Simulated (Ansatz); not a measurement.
(RbH)n off (charge +1): PBE-D4/def2-SVP single points in Ansatz on relaxed structures, gas phase. Each cluster is the lowest isomer that a short search found in that spin, judged at the geometry's level, and lower ones may exist. Core potentials for Rb, no spin–orbit coupling. HOMO and LUMO are taken over both spins. Singlets are spin-restricted. The structures are stationary points that may keep the symmetry of their start.

| species | atoms | state | geometry | HOMO (eV) | LUMO (eV) | gap (eV) | point group (within 0.1 Å) |
| --- | --- | --- | --- | --- | --- | --- | --- |
| Rb3H2⁺ | 5 | singlet | r2SCAN-D4/def2-TZVP | -6.38 | -3.81 | 2.56 | C2v |
| Rb3H3⁺ | 6 | doublet | PBE0-D4/def2-TZVP | -5.05 | -4.44 | 0.61 | – |
| Rb5H4⁺ | 9 | singlet | PBE-D4/def2-SVP | -6.21 | -3.23 | 2.98 | C4v |

The gap (eV) runs from 0.61 (Rb3H3⁺) to 2.98 (Rb5H4⁺).
